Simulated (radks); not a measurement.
Spin polarisation of the 4f12 shell in Er. Start: [Xe] 4f(up 6, down 6) 6s2; electrons of 4f are moved from spin down to spin up, other shells keep equal spins. Method: scalar-relativistic Kohn-Sham, LDA (Slater exchange, Perdew-Wang correlation), spin-polarised, spherical densities, point nucleus; computed with a radial shooting solver on a logarithmic mesh with Libxc functionals.

\begin{tabular}{lrrrrrr}
moment (Bohr magnetons) & E - E(0) (eV) & e(4f up) (eV) & e(4f down) (eV) & 6s down minus up (eV) & 5p down minus up (eV) & 5s down minus up (eV) \\ \hline
0 & 0.000 & -3.360 & -3.360 & 0.000 & 0.000 & 0.000 \\
0.5 & -0.045 & -3.539 & -3.176 & 0.013 & 0.145 & 0.202 \\
1 & -0.181 & -3.712 & -2.987 & 0.026 & 0.291 & 0.405 \\
1.5 & -0.408 & -3.880 & -2.793 & 0.038 & 0.437 & 0.607 \\
2 & -0.725 & -4.042 & -2.594 & 0.051 & 0.583 & 0.810 \\
\end{tabular}

At moment 2 the spin-polarisation energy is -0.725 eV and the 4f exchange splitting 1.449 eV, that is 0.724 eV per Bohr magneton; E = -I m^2/4 would give I = 0.725 eV.
